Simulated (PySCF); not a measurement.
**Excitation energy of O by level of theory**

O [He] 2s2 2p4 (3P) → O [He] 2s1 2p5 (3P), as a difference of total energies. Computed with PySCF 2.14 in def2-QZVPPD (8s5p4d2f1g, 66 functions), with no relativity, point nucleus. Correlated levels: valence: 1s2 frozen; valence and next inner shell: nothing frozen. The calculations carry no spin-orbit coupling.

```
                                method  excitation energy (eV)
                                   UHF                  16.850
                                   LDA                  14.286
                                   PBE                  14.486
                                  PBE0                  15.134
                                r2SCAN                  15.132
                                 HSE06                  15.103
                                B2PLYP                  15.434
                               r2SCAN0                  15.522
                                 wB97X                  15.166
                         MP2 (valence)                  15.990
                     SCS-MP2 (valence)                  15.927
    MP2 (valence and next inner shell)                  15.945
SCS-MP2 (valence and next inner shell)                  15.897
```

Problem. How much does correlation contribute at MP2 (valence and next inner shell)?

Solution. 15.945 − (16.850) = -0.905 eV, measured against UHF.

The upper state lies above the first ionisation limit, where it may autoionise and the basis confines it.
